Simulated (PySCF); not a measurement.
PySCF input file for C4H5BFN, SMILES C#CB(F)/C=N/C, TDDFT-PBE/def2-SVPD. Coordinates come from a B3LYP-D3(BJ)/def2-SVP optimisation. The structure was generated by enumeration; whether it is a known compound was not checked. One conformer was computed; it need not be the lowest.

```python
import numpy as np
from pyscf import gto, scf, dft, tdscf

mol = gto.M(
    atom='''
    C    -0.96096177    3.10562962    0.00000000
    C    -0.34019623    2.05762680   -0.00000000
    B     0.38421022    0.70756733    0.00000000
    F     1.70907932    0.68636353   -0.00000000
    C    -0.41824732   -0.64446351    0.00000000
    N     0.20731688   -1.75840059   -0.00000000
    C    -0.54313135   -2.98650767    0.00000000
    H    -1.49852534    4.03664966    0.00000000
    H    -1.53134242   -0.61882395   -0.00000001
    H    -0.25248610   -3.58456951   -0.88084592
    H    -1.64392311   -2.84870242   -0.00000000
    H    -0.25248611   -3.58456951    0.88084592
    ''',
    basis='def2-SVPD',
    charge=0,
    spin=0,
    symmetry=True,
    max_memory=1600,
    verbose=4,
)
mf = dft.RKS(mol, xc='pbe').density_fit(auxbasis='def2-universal-jkfit')
mf.grids.level = 3
mf.conv_tol = 1e-9
mf.max_cycle = 100
mf.kernel()
mf.grids = dft.Grids(mol).set(level=1).build(with_non0tab=True)  # coarser grid for the response kernel
td = tdscf.TDDFT(mf)
td.singlet = True
td.nstates = 10
td.conv_tol = 1e-4
td.positive_eig_threshold = 1e-6
td.kernel(x0=td.get_init_guess(mf, 15))
td.analyze()
tt = tdscf.TDA(mf)
tt.singlet = False
tt.nstates = 4
tt.conv_tol = 1e-4
tt.positive_eig_threshold = 1e-6
tt.kernel(x0=tt.get_init_guess(mf, 9))
tt.analyze(verbose=3)
```

Program output:

```
PySCF version 2.14.0

[INPUT] verbose = 4
[INPUT] num. atoms = 12
[INPUT] num. electrons = 50
[INPUT] charge = 0
[INPUT] spin (= nelec alpha-beta = 2S) = 0
[INPUT] symmetry True subgroup None
[INPUT] Mole.unit = angstrom
[INPUT] Symbol           X                Y                Z      unit          X                Y                Z       unit  Magmom
[INPUT]  1 C     -0.960961770000   3.105629620000   0.000000000000 AA   -1.815954561477   5.868789426137   0.000000000000 Bohr   0.0
[INPUT]  2 C     -0.340196230000   2.057626800000   0.000000000000 AA   -0.642877703310   3.888351118565   0.000000000000 Bohr   0.0
[INPUT]  3 B      0.384210220000   0.707567330000   0.000000000000 AA    0.726052090059   1.337108468390   0.000000000000 Bohr   0.0
[INPUT]  4 F      1.709079320000   0.686363530000   0.000000000000 AA    3.229691839958   1.297039093590   0.000000000000 Bohr   0.0
[INPUT]  5 C     -0.418247320000  -0.644463510000   0.000000000000 AA   -0.790372887133  -1.217859531176   0.000000000000 Bohr   0.0
[INPUT]  6 N      0.207316880000  -1.758400590000   0.000000000000 AA    0.391772124199  -3.322895532374   0.000000000000 Bohr   0.0
[INPUT]  7 C     -0.543131350000  -2.986507670000   0.000000000000 AA   -1.026369501165  -5.643681565213   0.000000000000 Bohr   0.0
[INPUT]  8 H     -1.498525340000   4.036649660000   0.000000000000 AA   -2.831802483321   7.628162318219   0.000000000000 Bohr   0.0
[INPUT]  9 H     -1.531342420000  -0.618823950000  -0.000000010000 AA   -2.893817776729  -1.169407784822  -0.000000018897 Bohr   0.0
[INPUT] 10 H     -0.252486100000  -3.584569510000  -0.880845920000 AA   -0.477129579260  -6.773854648366  -1.664557546741 Bohr   0.0
[INPUT] 11 H     -1.643923110000  -2.848702420000   0.000000000000 AA   -3.106564447743  -5.383267384186   0.000000000000 Bohr   0.0
[INPUT] 12 H     -0.252486110000  -3.584569510000   0.880845920000 AA   -0.477129598157  -6.773854648366   1.664557546741 Bohr   0.0

nuclear repulsion = 235.885956437569
point group symmetry = Cs
symmetry origin: [ 1.51178095e-09 -3.55271368e-17 -3.77945226e-10]
symmetry axis x: [ 1.00000000e+00 -1.47517391e-10  1.53960280e-10]
symmetry axis y: [-1.47517391e-10 -1.00000000e+00 -2.85691704e-11]
symmetry axis z: [-1.53960280e-10 -2.85691188e-11  1.00000000e+00]
num. orbitals of irrep A' = 126
num. orbitals of irrep A" = 57
number of shells = 77
number of NR pGTOs = 263
number of NR cGTOs = 183
basis = def2-SVPD
ecp = {}


******** <class 'pyscf.df.df_jk.DFSymAdaptedRKS'> ********
method = DFSymAdaptedRKS
initial guess = minao
damping factor = 0
level_shift factor = 0
DIIS = <class 'pyscf.scf.diis.CDIIS'>
diis_start_cycle = 1
diis_space = 8
diis_damp = 0
SCF conv_tol = 1e-09
SCF conv_tol_grad = None
SCF max_cycles = 100
direct_scf = False
XC library pyscf.dft.libxc version 7.1.2
    S. Lehtola, C. Steigemann, M. J. T. Oliveira, and M. A. L. Marques,  SoftwareX 7, 1–5 (2018)
XC functionals = pbe
    J. P. Perdew, K. Burke, and M. Ernzerhof,  Phys. Rev. Lett. 77, 3865 (1996)
    J. P. Perdew, K. Burke, and M. Ernzerhof,  Phys. Rev. Lett. 78, 1396 (1997)
    J. P. Perdew, K. Burke, and M. Ernzerhof,  Phys. Rev. Lett. 77, 3865 (1996)
    J. P. Perdew, K. Burke, and M. Ernzerhof,  Phys. Rev. Lett. 78, 1396 (1997)
radial grids:
    Treutler-Ahlrichs [JCP 102, 346 (1995); DOI:10.1063/1.469408] (M4) radial grids

becke partition: Becke, JCP 88, 2547 (1988); DOI:10.1063/1.454033
pruning grids: <function nwchem_prune>
grids dens level: 3
symmetrized grids: True
atomic radii adjust function: <function treutler_atomic_radii_adjust>
small_rho_cutoff = 0
Freeze 0 electrons in irreps []
    50 free electrons in irreps A' A"
Set gradient conv threshold to 3.16228e-05
Initial guess from minao.
tot grids = 147728
init E= -334.715603061548
HOMO (A') = -0.290591649772157  LUMO (A") = -0.170729204577916  gap/eV = 3.26162
cycle= 1 E= -334.137108792391  delta_E= 0.578  |g|= 0.572  |ddm|= 8.75
HOMO (A') = -0.158128600623557  LUMO (A") = -0.0801439975043703  gap/eV = 2.12207
cycle= 2 E= -333.972766662183  delta_E= 0.164  |g|= 1.06  |ddm|= 2.27
HOMO (A') = -0.216139617155701  LUMO (A") = -0.118852769371363  gap/eV = 2.64731
cycle= 3 E= -334.193961998757  delta_E= -0.221  |g|= 0.291  |ddm|= 1.24
HOMO (A') = -0.213912235892149  LUMO (A") = -0.123159598437443  gap/eV = 2.46951
cycle= 4 E= -334.214010807033  delta_E= -0.02  |g|= 0.103  |ddm|= 0.426
HOMO (A') = -0.219858693444647  LUMO (A") = -0.126810535029051  gap/eV = 2.53197
cycle= 5 E= -334.216245419495  delta_E= -0.00223  |g|= 0.0498  |ddm|= 0.133
HOMO (A') = -0.22029188178385  LUMO (A") = -0.125819099582853  gap/eV = 2.57074
cycle= 6 E= -334.216765363259  delta_E= -0.00052  |g|= 0.0179  |ddm|= 0.0616
HOMO (A') = -0.218710997893551  LUMO (A") = -0.125323806549662  gap/eV = 2.54119
cycle= 7 E= -334.216831083227  delta_E= -6.57e-05  |g|= 0.00659  |ddm|= 0.0264
HOMO (A') = -0.21897266020501  LUMO (A") = -0.125219485822891  gap/eV = 2.55115
cycle= 8 E= -334.216841465447  delta_E= -1.04e-05  |g|= 0.00119  |ddm|= 0.00931
HOMO (A') = -0.219000513677945  LUMO (A") = -0.125313753733622  gap/eV = 2.54935
cycle= 9 E= -334.216841857545  delta_E= -3.92e-07  |g|= 0.000294  |ddm|= 0.00221
HOMO (A') = -0.218968503197376  LUMO (A") = -0.125297715890343  gap/eV = 2.54891
cycle= 10 E= -334.21684187877  delta_E= -2.12e-08  |g|= 8.71e-05  |ddm|= 0.000487
HOMO (A') = -0.218977437828602  LUMO (A") = -0.125299588945022  gap/eV = 2.54910
cycle= 11 E= -334.21684188034  delta_E= -1.57e-09  |g|= 4.45e-05  |ddm|= 0.000192
HOMO (A') = -0.218973758369405  LUMO (A") = -0.12529846894703  gap/eV = 2.54903
cycle= 12 E= -334.216841880768  delta_E= -4.28e-10  |g|= 6.87e-06  |ddm|= 7.14e-05
HOMO (A') = -0.218975152140369  LUMO (A") = -0.125299156644485  gap/eV = 2.54905
Extra cycle  E= -334.216841880686  delta_E= 8.12e-11  |g|= 1.88e-05  |ddm|= 4.06e-05
converged SCF energy = -334.216841880686
tot grids = 48680
Overwritten attributes  positive_eig_threshold  of <class 'pyscf.tdscf.rks.CasidaTDDFT'>


******** <class 'pyscf.tdscf.rks.CasidaTDDFT'> for <class 'pyscf.df.df_jk.DFSymAdaptedRKS'> ********
nstates = 10 singlet
deg_eia_thresh = 1.000e-03
wfnsym = None
conv_tol = 0.0001
eigh lindep = 1e-12
eigh level_shift = 0
eigh max_cycle = 100


Excitation energies (eV)
[2.75604072 3.9956901  4.7870148  5.08578947 5.15323298 5.22424838
 5.30538479 6.12363961 6.41603006 6.53691658]

** Singlet excitation energies and oscillator strengths **
Excited State   1:   A"      2.75604 eV    449.86 nm  f=0.0008
      25 -> 26       -0.70538
Excited State   2:   A"      3.99569 eV    310.29 nm  f=0.0000
      24 -> 26        0.70677
Excited State   3:   A'      4.78701 eV    259.00 nm  f=0.2183
      22 -> 26       -0.16362
      23 -> 26       -0.65244
      24 -> 28       -0.12769
      25 -> 28       -0.13943
Excited State   4:   A"      5.08579 eV    243.79 nm  f=0.0001
      21 -> 26        0.69341
      25 -> 27        0.13247
Excited State   5:   A"      5.15323 eV    240.59 nm  f=0.0002
      21 -> 26        0.13253
      25 -> 27       -0.69180
Excited State   6:   A'      5.22425 eV    237.32 nm  f=0.0025
      22 -> 26        0.35300
      23 -> 27       -0.10317
      25 -> 28       -0.59810
Excited State   7:   A'      5.30538 eV    233.70 nm  f=0.1822
      22 -> 26        0.54112
      23 -> 26       -0.20594
      23 -> 27       -0.15383
      25 -> 28        0.34681
Excited State   8:   A'      6.12364 eV    202.47 nm  f=0.0102
      25 -> 29        0.69754
Excited State   9:   A"      6.41603 eV    193.24 nm  f=0.0003
      24 -> 27       -0.69947
Excited State  10:   A'      6.53692 eV    189.67 nm  f=0.0155
      25 -> 30       -0.70496

** Transition electric dipole moments (AU) **
state          X           Y           Z        Dip. S.      Osc.
  1         0.0000     -0.0000      0.1056      0.0111      0.0008
  2        -0.0000     -0.0000      0.0065      0.0000      0.0000
  3         0.2483     -1.3417      0.0000      1.8618      0.2183
  4        -0.0000     -0.0000     -0.0241      0.0006      0.0001
  5        -0.0000      0.0000     -0.0349      0.0012      0.0002
  6        -0.1357     -0.0385      0.0000      0.0199      0.0025
  7        -0.1679     -1.1719      0.0000      1.4016      0.1822
  8        -0.2596     -0.0205      0.0000      0.0678      0.0102
  9         0.0000      0.0000      0.0412      0.0017      0.0003
 10         0.0413      0.3086     -0.0000      0.0969      0.0155

** Transition velocity dipole moments (imaginary part, AU) **
state          X           Y           Z        Dip. S.      Osc.
  1         0.0000      0.0000      0.0169      0.0003      0.0019
  2         0.0000      0.0000      0.0001      0.0000      0.0000
  3         0.0439     -0.2347      0.0000      0.0570      0.2160
  4         0.0000      0.0000     -0.0041      0.0000      0.0001
  5        -0.0000      0.0000     -0.0119      0.0001      0.0005
  6        -0.0238     -0.0088      0.0000      0.0006      0.0022
  7        -0.0328     -0.2262      0.0000      0.0522      0.1786
  8        -0.0609     -0.0073      0.0000      0.0038      0.0112
  9         0.0000      0.0000      0.0089      0.0001      0.0002
 10         0.0093      0.0739     -0.0000      0.0055      0.0154

** Transition magnetic dipole moments (imaginary part, AU) **
state          X           Y           Z
  1         0.1210      0.6688      0.0000
  2        -0.1685      0.3016      0.0000
  3        -0.0000     -0.0000      0.0990
  4         0.0943      0.0864     -0.0000
  5         0.1826     -0.9981      0.0000
  6         0.0000     -0.0000     -0.1628
  7         0.0000     -0.0000      0.1347
  8        -0.0000     -0.0000      0.1561
  9         0.0976     -0.0428     -0.0000
 10        -0.0000      0.0000     -0.2264
Overwritten attributes  positive_eig_threshold  of <class 'pyscf.tdscf.rks.TDA'>


******** <class 'pyscf.tdscf.rks.TDA'> for <class 'pyscf.df.df_jk.DFSymAdaptedRKS'> ********
nstates = 4 triplet
deg_eia_thresh = 1.000e-03
wfnsym = None
conv_tol = 0.0001
eigh lindep = 1e-12
eigh level_shift = 0
eigh max_cycle = 100


Excitation energies (eV)
[2.25915804 3.6869088  3.78971345 4.05710652]

** Triplet excitation energies and oscillator strengths **
Excited State   1:   A"      2.25916 eV    548.81 nm  f=0.0000
Excited State   2:   A'      3.68691 eV    336.28 nm  f=0.0000
Excited State   3:   A"      3.78971 eV    327.16 nm  f=0.0000
Excited State   4:   A'      4.05711 eV    305.60 nm  f=0.0000
```

Self-consistency was reached.
